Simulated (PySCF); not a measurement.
In(Br)(NH2)2 (BrH4InN2), SMILES [NH2][In]([NH2])[Br]. Geometry: B3LYP-D3(BJ)/def2-SVP. The def2 effective core potentials stand for the cores of In; spin–orbit coupling is left out. One conformer was computed; it need not be the lowest.

Computed equilibrium geometry at B3LYP-D3(BJ)/def2-SVP (PySCF confirms it by a frequency run) as a Z-matrix, and its point group (one conformer of several):
point group Cs.
```
In
N 1 2.0409
H 2 1.0196 1 115.76
H 2 1.0196 3 108.36 1 128.85
N 1 2.0409 2 127.76 3 -42.18
H 5 1.0196 1 115.76 2 42.18
H 5 1.0196 6 108.36 1 -128.85
Br 1 2.5159 2 115.33 3 152.98
```
Charge 0, spin multiplicity 1.
